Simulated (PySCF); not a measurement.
Isomers C4H8F2O2:

A. SMILES COC(F)(CF)OC
B. SMILES CO[C@@H](F)[C@@H](F)OC
C. `CCOC(F)(F)OC`

Spectrum 1. 1H NMR (300 MHz, computed): δ 5.06 (m, 2H), 3.80 (s, 6H). 13C{1H} NMR (computed): δ 115.1 (CH), 59.1 (CH3).

Spectrum 2. 1H NMR (300 MHz, computed): δ 4.78 (m, 2H), 3.83 (s, 6H). 13C{1H} NMR (computed): δ 124.8 (C), 89.7 (CH2), 53.8 (CH3).

Spectrum 3. 1H NMR (300 MHz, computed): δ 4.23 (q, 2H), 3.79 (s, 3H), 1.44 (t, 3H). 13C{1H} NMR (computed): δ 133.0 (C), 67.1 (CH2), 55.3 (CH3), 19.0 (CH3).

[PySCF 2.14: NMR shieldings at PBE0/pcSseg-1/GIAO; geometry from GFN2-xTB; isolated molecule; relativity neglected; fast rotation and ring inversion assumed for equivalent nuclei; one computed conformer]

Chemical shifts δ = σref − σ; TMS for 1H (31.72 ppm) and 13C (186.93 ppm), all at this level. Splittings of carbon signals by F and P are missing where no couplings were computed. Where no couplings were computed, multiplicities follow the n + 1 count of equivalent neighbours, and m marks all less simple cases (inequivalent or close neighbours, rings, F or P nearby). Shifts are as computed. Against solution values, carbons near 30 ppm lie about +3 ppm off and those near 130 ppm about +5 ppm. Of 1211 compounds with measured shifts, 218 miss one by over three times the rms of a fit or turn the order of signals round; such compounds aren't used in these exercises.

Problem. Match each spectrum to its structure.

Solution. 1–B, 2–A, 3–C.

- Spectrum 1 (B): 2 13C signals; δC 115.1 is an sp3 CH bonded to F and O; δC 59.1 is a methyl carbon bonded to O.
- Spectrum 2 (A): 3 13C signals; δC 124.8 is an sp3 carbon bearing two oxygens; δC 89.7 is an sp3 CH2 bonded to F.
- Spectrum 3 (C): 4 13C signals; δC 133.0 is an sp3 carbon bearing two oxygens; δC 67.1 is an sp3 CH2 bonded to O.
